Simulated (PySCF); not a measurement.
## Polarisability and C₆ of Xe²⁺ (xenon, charge +2)

[Kr] 4d10 5s2 5p3 5d1, high-spin 5D determinant (an excited configuration). Calculation: PySCF 2.14, in aug-cc-pVQZ-PP with ECP28MDF; scalar relativity through the core potential. Coupled (time-dependent) response in atomic units; α is the mean over directions.

```
method  mean α (bohr³)         α xx, yy, zz  C₆ (like pair)  S(−4)
   UHF           23.92  28.13, 28.13, 15.52           172.7  313.0
   PBE           24.89  29.52, 29.52, 15.62           175.3  403.8
  PBE0           24.32  28.73, 28.73, 15.49           172.4  358.8
```

S(−4) is the Cauchy moment in α(ω) = α(0) + S(−4) ω² + …

Spin-orbit coupling is absent.

α(iu) at UHF:

| u (hartree) | α(iu) (bohr³) |
| --- | --- |
| 0 | 23.92 |
| 0.0500 | 23.19 |
| 0.100 | 21.44 |
| 0.200 | 17.49 |
| 0.300 | 14.28 |
| 0.500 | 9.856 |
| 0.750 | 6.569 |
| 1.00 | 4.646 |
| 1.50 | 2.691 |
| 2.00 | 1.790 |
| 3.00 | 0.9983 |
| 5.00 | 0.4637 |

A single London oscillator, α(iu) = α/(1 + u²/ω²), gives C₆ = (3/4) ω α². Matching the computed C₆ needs ω = 4 × 172.7 / (3 × 23.92²) = 0.402 hartree.

For an ion, C₆ is the dispersion term alone; charge-induced terms of lower order in 1/R come first.

The components differ because the open shell of this determinant is not spherical; for a pure term their mean is the scalar polarisability.

Energies and moments cover only the electrons outside the core potential. The outer electron is Rydberg-like, and this basis confines it to a smaller radius and binds it less than a complete one would.
